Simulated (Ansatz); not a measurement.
Consider the redistribution: `[SiH3][N]([SiH3])[In]([Cl])[Cl]` + `[OH][Mg][Br]` → `[Cl][In]([Cl])[Br]` + `[OH][Mg][N]([SiH3])[SiH3]`.

Gas-phase electronic energies from Ansatz, PBE0-D4/def2-TZVP geometries. CBS: MP2 limit from def2 TZ/QZ plus the TZ coupled-cluster correction, frozen cores. Functionals use def2-TZVPP. B3LYP here is the variant with VWN-RPA as its local correlation; programs differ in this. HSE06 is defined as in plane-wave codes. Elements past krypton have def2 core potentials. For Br, In, Mg outer-core shells are correlated without core-valence functions, which leaves a few kJ/mol of doubt a bond. Scalar relativity is left out up to krypton. One conformer a species, not always the lowest.

`[SiH3][N]([SiH3])[In]([Cl])[Cl]`:

Z-matrix (Å, degrees):
```
Si
In 1 3.259
N 1 1.738 2 32.2
H 1 1.487 2 113.5 3 94.0
H 1 1.488 2 131.8 3 -53.7
H 1 1.485 2 78.8 3 -160.2
Cl 2 2.301 1 94.1 3 -173.5
Cl 2 2.302 1 147.5 3 12.2
Si 2 3.257 1 54.8 3 0.1
H 9 1.488 2 133.5 1 -47.6
H 9 1.485 2 80.1 1 -155.5
H 9 1.487 2 110.9 1 98.1
```

`[OH][Mg][Br]`:

```xyz
4

O     0.079    1.183    0.311
Mg   -0.084   -0.501   -0.136
Br   -0.363   -2.732   -0.733
H     0.368    2.050    0.558
```

`[Cl][In]([Cl])[Br]`:

```xyz
4

Cl    2.137   -0.648   -0.584
In    0.011   -0.016    0.012
Cl   -0.989   -1.052    1.801
Br   -1.159    1.716   -1.228
```

`[OH][Mg][N]([SiH3])[SiH3]`:

Cartesian coordinates in Å:
```
O 0.599 3.238 1.029
Mg 0.305 1.583 0.525
N -0.045 -0.203 -0.076
Si 1.171 -0.965 -1.006
Si -1.544 -0.899 0.363
H 0.861 4.022 1.490
H 1.717 -2.201 -0.376
H 0.731 -1.328 -2.384
H 2.303 0.010 -1.138
H -2.286 0.120 1.176
H -1.409 -2.126 1.201
H -2.403 -1.252 -0.804
```

| level | ΔE (kJ/mol) |
| --- | --- |
| B3LYP-D4 | 11.9 |
| BHLYP-D4 | 16.3 |
| PBE-QIDH | 15.7 |
| HSE06 | 8.2 |

Problem. What does CCSD(T)/CBS give? (Estimate.)

Solution. Computed: +17.1 kJ/mol. The listed levels differ from it by -5.2, -0.8, -1.4, -8.9 kJ/mol.

Largest T1 diagnostic among the species: 0.013.

Leaving LDA and LC-ωPBE aside and taking each functional with its dispersion term where it has one, the values, not all of them listed here, spread over 10.1 kJ/mol, from revPBE-D4 to ωB97X-V. LDA lies +7.1 kJ/mol from PBE without D4. In def2-TZVPP, CCSD(T) changes the Hartree–Fock value by +5.5 kJ/mol (the triples alone add +1.0 kJ/mol) and MP2 by +8.1 kJ/mol. From BLYP to BHLYP (50 % exact exchange), in def2-TZVPP and without D4, ΔE moves by +7.6 kJ/mol.
